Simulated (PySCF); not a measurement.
# Be: excitation energy

Be [He] 2s2 (1S) → Be [He] 2s1 2p1 (3P), as a difference of total energies. All numbers are calculated (PySCF 2.14, the non-relativistic Hamiltonian (point nucleus), in aug-cc-pVTZ). Correlated levels: valence: 1s2 frozen. The calculations carry no spin-orbit coupling.

```json
{"method": "UHF", "excitation energy (eV)": "1.619", "error (eV)": "-1.106"}
{"method": "MP2 (valence)", "excitation energy (eV)": "2.317", "error (eV)": "-0.408"}
{"method": "SCS-MP2 (valence)", "excitation energy (eV)": "2.520", "error (eV)": "-0.205"}
{"method": "CCSD (valence)", "excitation energy (eV)": "2.729", "error (eV)": "+0.004"}
```

Reference: 2.725 eV (measured; NIST levels, between the centres of gravity of the two terms).

Errors of the correlated levels include the incompleteness of this basis and the frozen core.

With two correlated electrons CCSD is exact in that space.
